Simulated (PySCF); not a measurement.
Computed structure and properties of [ReO3Cl]−

System: [ReO3Cl]− (doublet); start: displaced along the imaginary mode (C1). Method: PySCF 2.14.0, UKS PBE, Re def2-SVP with ECP60, O def2-SVP, Cl def2-SVP; non-relativistic Hamiltonian with scalar-relativistic core potentials where named; density fitting; no spin-orbit coupling.

Input of the relaxation:

```python
mol = gto.M(atom='''
Re     0.13942    -0.11980     0.10607
O      1.19133     0.75124     1.25027
O     -1.12411    -0.87546     1.14430
O      1.19744    -1.01088    -0.97836
Cl    -1.32385     1.15971    -1.21484''',
    basis={'Re': 'def2-SVP', 'O': 'def2-SVP', 'Cl': 'def2-SVP'},
    ecp={'Re': 'def2-SVP'},
    charge=-1, spin=1)
mf = dft.UKS(mol, xc='PBE')
mf.grids.atom_grid = (50, 194)
mf = mf.density_fit()  # fitting sets: Re def2-universal-JKFIT, O def2-universal-JKFIT, Cl def2-universal-JKFIT
mf.conv_tol = 1e-08; mf.max_cycle = 55
mf.kernel(dm0)  # dm0: converged density of the start geometry
# quasi-Newton relaxation in Cartesian coordinates to a largest gradient under 0.00045 Eh/bohr, steps kept in the point group
```

Run from Python with OMP_NUM_THREADS=2; the lines above give its settings. Where DIIS fails, smearing, a level shift and second-order steps follow.
It took 30 s on 2 threads of Arm Neoverse V1 (shared host), from the converged density of the start.

Course of the relaxation:

| step | energy above end (eV) | largest force component within the symmetry (eV/Å) |
| --- | --- | --- |
| 0 | 0.2110 | 2.079 |
| 1 | 0.0955 | 0.371 |
| 2 | 0.0229 | 0.499 |
| 3 | 0.0055 | 0.136 |
| 4 | 0.0023 | 0.141 |
| 5 | 0.0003 | 0.032 |
| 6 | 0.0001 | 0.017 |
| 7 | 0.0000 | 0.005 |

Relaxed geometry (Cs):

```xyz
5

Re    0.1641   -0.0263    0.2121
O     1.3061    0.6274    1.3591
O    -1.1034   -0.8283    1.1198
O     1.0734   -0.8872   -1.0148
Cl   -1.3599    1.0192   -1.3688
```

```csv
contact,Å
Re1–O2 (O),1.746
Re1–O3 (O),1.753
Re1–O4 (O),1.753
Re1–Cl5 (Cl),2.432
```

On the finer grid (75, 302):

| Property | Result |
| --- | --- |
| HOMO | 0.73 eV |
| LUMO | 1.65 eV |
| Dipole about the centre of mass | 0.57 D |
| Spin squared | 0.752 |
| Set of Mulliken populations of Re1 outside the core potential | s 2.64, p 6.54, d 5.05, f 0.17 |
| D3(BJ) dispersion energy (not in the energies) | -0.132 eV |

| atom | Mulliken (e) | Löwdin (e) | spin (e) |
| --- | --- | --- | --- |
| Re1 | 0.61 | -0.25 | 0.73 |
| O2 | -0.42 | -0.22 | 0.02 |
| O3 | -0.40 | -0.21 | 0.09 |
| O4 | -0.40 | -0.21 | 0.09 |
| Cl5 | -0.39 | -0.11 | 0.07 |

The highest filled level lies above zero, as often for anions with such functionals and bases; it isn't the detachment energy.

A rough frequency check found all modes real, so this is a minimum.

Rigid scan of O along the line from its metal:

| distance to O2 (Å) | energy (eV) |
| --- | --- |
| 1.45 | 3.610 |
| 1.55 | 1.314 |
| 1.65 | 0.271 |
| 1.75 | 0.000 |
| 1.85 | 0.190 |
| 1.95 | 0.644 |
| 2.05 | 1.237 |
| 2.20 | 2.221 |

Taking off one Cl (charge -1, singlet; the rest: doublet) in vacuum, both parts rigid, costs 3.84 eV; the small basis without counterpoise inflates it.

Rigid scan of Cl along the line from its metal:

| distance to Cl5 (Å) | energy (eV) |
| --- | --- |
| 2.13 | 0.644 |
| 2.23 | 0.241 |
| 2.33 | 0.051 |
| 2.43 | 0.000 |
| 2.53 | 0.037 |
| 2.63 | 0.128 |
| 2.83 | 0.387 |
| 3.13 | 0.810 |
| 3.53 | 1.281 |
| 4.03 | 1.665 |

One start shape was tried, so this needn't be the lowest isomer.

Open shells may have lower solutions than the one found.
